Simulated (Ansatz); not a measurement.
`C[O][SnH2][SH]` + `COC[SeH]` → `[SH][SnH2][SeH]` + `COCOC`  (formal exchange of groups at the Sn–O bond)

Gas-phase electronic energies from Ansatz, PBE0-D4/def2-TZVP geometries. CCSD(T)/CBS adds triple-zeta CCSD(T) − MP2 to the extrapolated MP2 energy (def2 sets, frozen cores). Elements past krypton have def2 core potentials. For Se, Sn outer-core shells are correlated without core-valence functions, which leaves a few kJ/mol of doubt a bond. Scalar relativity is left out up to krypton. One conformer a species, not always the lowest.

| species | SCS-MP2/def2-QZVPP energy (Eh) |
| --- | --- |
| `C[O][SnH2][SH]` | -728.33138 |
| `COC[SeH]` | -2555.18328 |
| `[SH][SnH2][SeH]` | -3014.38488 |
| `COCOC` | -269.15320 |

(1) Work out ΔE.

Largest T1 diagnostic among the species: 0.013.

Answers

(1) ΔE = (-3014.38488) + (-269.15320) − (-728.33138) − (-2555.18328) = -0.02342 Eh = -0.64 eV. CCSD(T)/CBS gives -0.68 eV.

From PBE to PBE0 (25 % exact exchange), in def2-TZVPP and without D4, ΔE moves by −0.10 eV. In def2-TZVPP, CCSD(T) changes the Hartree–Fock value by +0.22 eV (the triples alone add +0.03 eV) and MP2 by +0.24 eV.
